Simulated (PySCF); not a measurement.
SMILES C[SiH](C=C)F (PBE0/def2-SVP optimised geometry):

```
12

Si    -0.018    -1.574     0.000
C     -0.613    -2.499     1.504
F      1.617    -1.574     0.000
C     -0.546     0.210     0.000
C      0.335     1.218    -0.014
H     -0.453    -2.268    -1.248
H     -1.714    -2.525     1.531
H     -0.250    -3.538     1.498
H     -0.261    -2.012     2.426
H     -1.617     0.453     0.013
H      1.414     1.030    -0.031
H      0.023     2.268    -0.009
```

Computed with PySCF with PBE0/def2-TZVP.

Problem. What are the frontier orbital energies and the dipole moment?

Solution. HOMO-2 -9.30 eV, HOMO-1 -8.81 eV, HOMO -7.99 eV, LUMO -0.56 eV, LUMO+1 0.77 eV; dipole moment 1.80 D.

On the same geometry PBE/def2-TZVP (PySCF 2.14.0) gives HOMO-2 -7.88 eV, HOMO-1 -7.43 eV, HOMO -6.85 eV, LUMO -1.56 eV, LUMO+1 -0.14 eV; dipole moment 1.74 D.

Meta-Löwdin charges at PBE0/def2-TZVP: Si1 1.08, C2 -0.63, F3 -0.52, C4 -0.39, C5 -0.21, H6 -0.13, H7 0.14, H8 0.14, H9 0.14, H10 0.13, H11 0.13, H12 0.12.
